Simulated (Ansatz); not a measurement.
CH8N2Si, SMILES `C[SiH](N)N`. The species carries charge 0 and has multiplicity 1. The geometry is a stationary point of PBE0-D4/def2-TZVP. It is one conformer, not always the lowest.

```xyz
12

C    -1.455   -0.604   -0.115
Si    0.103    0.425   -0.149
N     1.412   -0.162   -1.087
N     0.653    0.496    1.476
H    -1.260   -1.604    0.282
H    -1.863   -0.712   -1.123
H    -2.227   -0.138    0.505
H    -0.222    1.733   -0.796
H     1.851   -1.046   -0.890
H     1.517    0.107   -2.050
H    -0.003    0.504    2.240
H     1.493    1.001    1.706
```

Task: What is the dipole moment at r2SCAN/def2-TZVPP? (Estimate.)

Result: The calculation gave: 0.56 D, with components (0.22, -0.46, 0.23) D in this frame, pointing from negative to positive charge.

Task: And with PBE, B3LYP, ωB97M-V? (Estimate.)

Result: Ansatz gave: PBE 0.57 D, B3LYP 0.50 D, ωB97M-V 0.52 D.

Task: Give the Mulliken charges with r2SCAN, ωB97M-V, PBE in def2-TZVPP. (Estimate.)

Result: Ansatz gave: 
```
atom  r2SCAN  ωB97M-V    PBE
  C1   -0.31    -0.46  -0.38
 Si2    0.59     0.53   0.44
  N3   -0.47    -0.38  -0.40
  N4   -0.46    -0.37  -0.39
  H5    0.07     0.11   0.10
  H6    0.06     0.11   0.09
  H7    0.06     0.11   0.09
  H8   -0.14    -0.09  -0.13
  H9    0.15     0.11   0.15
 H10    0.15     0.11   0.14
 H11    0.14     0.10   0.14
 H12    0.15     0.11   0.15
```

B3LYP here is the variant with VWN-RPA as its local correlation; programs differ in this.
